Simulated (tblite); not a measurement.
Run record: tight-binding relaxation, `N#CC[SiH2]C[SiH2]S[SiH3]`.

Computed with GFN2-xTB geometry optimisation, gas phase (tblite 0.8.0). Start geometry: from a force field or distance geometry. A driver script takes a list of jobs; this job's settings line and coordinates (Å) are shown.

Command:
```bash
OMP_NUM_THREADS=1 python probes_run.py task.json out
```

Input:
```
{"job": {"kind": "relax", "xc": "GFN2-xTB", "basis": "xTB"}, "charge": 0, "multiplicity": 1}
N     -3.918200     0.554000    -1.753600
C     -3.437500    -0.190400    -1.011500
C     -2.813200    -1.118600    -0.044600
Si    -1.777500    -0.062300     1.090100
C     -0.680100     1.098400     0.187000
Si     0.881900     0.320300    -0.464300
S      2.487600     0.504200     0.950800
Si     4.294600    -0.117800    -0.025000
H     -2.158600    -1.828500    -0.554300
H     -3.584000    -1.603300     0.610200
H     -2.758000     0.754700     1.844500
H     -1.075700    -0.910300     2.077600
H     -0.337700     1.855100     0.949100
H     -1.204600     1.644200    -0.624400
H      0.721400    -1.058100    -0.873700
H      1.290400     1.137200    -1.616300
H      4.382800     0.487700    -1.366300
H      4.195200    -1.597600    -0.178600
H      5.481500     0.140300     0.796000
```

Problem. Give the output.

Solution. 
```
step      E/eV     max force
  0    -636.26857    1.988
  1    -636.43799    2.256
  2    -636.38502    5.335
  3    -636.53394    0.531
  4    -636.56208    0.554
  5    -636.61564    0.659
  6    -636.62872    0.361
  7    -636.64201    0.348
  8    -636.65142    0.430
  9    -636.65874    0.287
... (182 lines left out)
192    -636.75371    0.022
193    -636.75378    0.019
194    -636.75383    0.019
195    -636.75389    0.019
196    -636.75398    0.024
197    -636.75409    0.031
198    -636.75419    0.032
199    -636.75425    0.026
200    -636.75428    0.017
201    -636.75430    0.009
```

«max force» is the largest atomic force in eV/Å.

Problem. From which step on does the largest force stay under 0.1 eV/Å, and how much energy is left to gain from there?

Solution. From step 139 (0.057 eV/Å), 11.9 meV above the end.

In short: energy lowered by 11.2 kcal/mol over 201 steps; largest atomic force 0.009 eV/Å at the end.

Problem. Where do the atoms end?

Solution. 1.201 Å rms from the input after alignment:
```
atom  x, y, z in Å
N1    -2.7498   -0.9380   -2.0261
C2    -2.4022   -1.1057   -0.9475
C3    -1.9641   -1.2677    0.3985
Si4   -1.8174    0.4340    1.2787
C5    -0.8393    1.6221    0.1593
Si6    0.6979    0.9237   -0.6999
S7     1.7161   -0.3273    0.7354
Si8    3.5728   -0.7743   -0.2332
H9    -0.9879   -1.7545    0.3960
H10   -2.6665   -1.9135    0.9253
H11   -3.1683    0.9696    1.4936
H12   -1.1471    0.1961    2.5563
H13   -0.5545    2.4899    0.7528
H14   -1.4983    1.9927   -0.6253
H15    0.3687    0.0785   -1.8423
H16    1.6269    1.9815   -1.0975
H17    4.2964    0.4757   -0.4261
H18    3.2841   -1.4063   -1.5138
H19    4.2228   -1.6674    0.7083
```

On Intel Xeon 6975P-C, one thread, shared host with 192 logical CPUs at a one-minute load of 74, this took 2.0 s wall.
Labels such as C1 count atoms from 1, the log's own numbers from 0.
